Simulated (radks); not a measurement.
Q: The lutetium ion Lu+, [Xe] 4f14 6s2. All-electron calculation, non-relativistic Kohn-Sham, LDA (Slater exchange, Perdew-Wang correlation), spin-polarised, spherical densities, point nucleus. Program: a radial shooting solver on a logarithmic mesh with Libxc functionals. Every spin shell is full or empty, so the densities are truly spherical. Functionals are evaluated on that one density, not self-consistently. Rank these orbital-free kinetic functionals by their error against the exact value of the orbitals, and give that value: Thomas-Fermi, von Weizsacker, TF + vW, TF + vW/9, TF + vW/5, LC94, revAPBEK, Perdew 92, Thakkar, Pearson, LKT, DePristo-Kress.

A: Exact: 13842.7 hartree. From best to worst, with 100 (|E| - |E exact|)/|E exact| (equal figures are ties): LC94 -0.05, revAPBEK +0.13, DePristo-Kress -0.26, Perdew 92 -0.76, TF + vW/9 -0.77, Thakkar -0.81, Pearson -0.94, TF + vW/5 +2.51, Thomas-Fermi -4.86, LKT +16.59, TF + vW +32.01, von Weizsacker -63.12.
